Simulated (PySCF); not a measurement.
**Electron correlation in F²⁺ (fluorine, charge +2)**

[He] 2s1 2p3 3d1, high-spin 6D determinant (an excited configuration). Computed with PySCF 2.14 in aug-cc-pVQZ with one added diffuse shell each of s, p, d, f, g type (7s6p5d4f3g, 105 functions), with no relativity, point nucleus. Frozen: 1s2; 5 electrons correlated.

MP2 pair energies summed by pair of shells (mhartree):

```csv
pair,energy,share (%)
2p-2p,-24.42,68.1
2s-2p,-6.23,17.4
2p-3d,-4.61,12.8
2s-3d,-0.62,1.7
```

Total MP2 correlation energy: -35.89 mhartree.

Same-spin part -35.89 and opposite-spin part 0.00 mhartree; SCS-MP2 scales them by 1/3 and 6/5 to -11.96 mhartree.
